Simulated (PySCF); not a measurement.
Unrelated species, one level of theory. Method used: PySCF 2.14.0, density-fitted response routines, TDDFT CAM-B3LYP/def2-SVPD, vertical, gas phase, core orbitals frozen in the response. Geometries: GFN2-xTB; one conformer of each isolated species. Triplets are in the Tamm–Dancoff approximation. 'Strongest' means the level of largest summed f among the lowest 8 singlets; it needn't be the same kind of state in each. Ions are computed without counter-ions or solvent.

**Question.** Rank by computed lowest singlet excitation energy, lowest first.
A. `Fc1ccc2n[nH]nc2c1`
B. `C=NC(=C)CC(F)(F)F`
C. `N(=C/C)/O`
D. `N#CCCC#P`
E. `c1(c(nn[nH]1)F)C`
F. `FC1=CC=CC2=CN=NN12`
G. `C[P+](C)(C)C`
H. `C1=CP1`

**Answer.** D (4.27 eV), B (4.46 eV), F (4.59 eV), A (4.82 eV), H (5.25 eV), E (5.80 eV), C (6.00 eV), G (10.41 eV).

```csv
SMILES,S1 (eV),f (strongest),HOMO (eV),f (S1),gap (eV),S1 mainly
N#CCCC#P,4.27,1.03,-9.19,0.000,8.80,H→L (68%)
C=NC(=C)CC(F)(F)F,4.46,0.13,-8.49,0.036,8.29,H→L (78%)
Fc1cccc2cnnn12,4.59,0.65,-7.91,0.068,7.45,H→L (93%)
Fc1ccc2n[nH]nc2c1,4.82,0.78,-8.21,0.113,7.46,H→L (94%)
C1=CP1,5.25,0.17,-8.12,0.005,8.82,H→L (92%)
Cc1[nH]nnc1F,5.80,0.17,-8.71,0.010,9.41,H-1→L (96%)
C/C=N\O,6.00,0.26,-9.01,0.002,10.19,H-1→L+1 (98%)
C[P+](C)(C)C,10.41,0.25,-16.40,0.083,13.40,H-2/H-1/H→L (≥94%)
```

H and L stand for HOMO and LUMO. A slash joins orbitals within 0.01 eV of each other, whose weights are summed (≥ marks a lower bound).

Mean S1 by what the SMILES shows (count): an aromatic ring 5.07 eV (3); a double or triple bond but no aromatic ring 5.00 eV (4).

- `N#CCCC#P`: Löwdin shares by element: HOMO carbon 53% or more, phosphorus 42%; LUMO phosphorus 51%, carbon 39% or more.
- `C=NC(=C)CC(F)(F)F`: Löwdin shares by element: HOMO carbon 56% or more, nitrogen 31%; LUMO carbon 53% or more, nitrogen 24% (atoms not listed hold the other 23%).
- `Fc1cccc2cnnn12`: Löwdin shares by element: HOMO carbon 42% or more, nitrogen 17% or more (atoms not listed hold the other 41%); LUMO carbon 66% or more (atoms not listed hold the other 34%).
- `Fc1ccc2n[nH]nc2c1`: Löwdin shares by element: HOMO carbon 48% or more, nitrogen 14% or more (atoms not listed hold the other 38%); LUMO nitrogen 28% or more, carbon 27% or more (atoms not listed hold the other 45%).
- `C1=CP1`: Löwdin shares by element: HOMO phosphorus 47%, carbon 36%, hydrogen 14% or more; LUMO carbon 75%, phosphorus 8%, hydrogen 7% or more.
- `Cc1[nH]nnc1F`: Löwdin shares by element: HOMO carbon 47% or more, nitrogen 21% or more, fluorine 11% (atoms not listed hold the other 21%); LUMO nitrogen 63%, carbon 17% or more (atoms not listed hold the other 20%).
- `C/C=N\O`: Löwdin shares by element: HOMO oxygen 38%, carbon 29%, nitrogen 26%; LUMO carbon 31%, oxygen 31%, hydrogen 14% or more (atoms not listed hold the other 23%).
- `C[P+](C)(C)C`: Löwdin shares by element: HOMO (one of a set within 0.03 eV) carbon 43% or more, phosphorus 21% (atoms not listed hold the other 36%); LUMO carbon 48% (atoms not listed hold the other 52%).
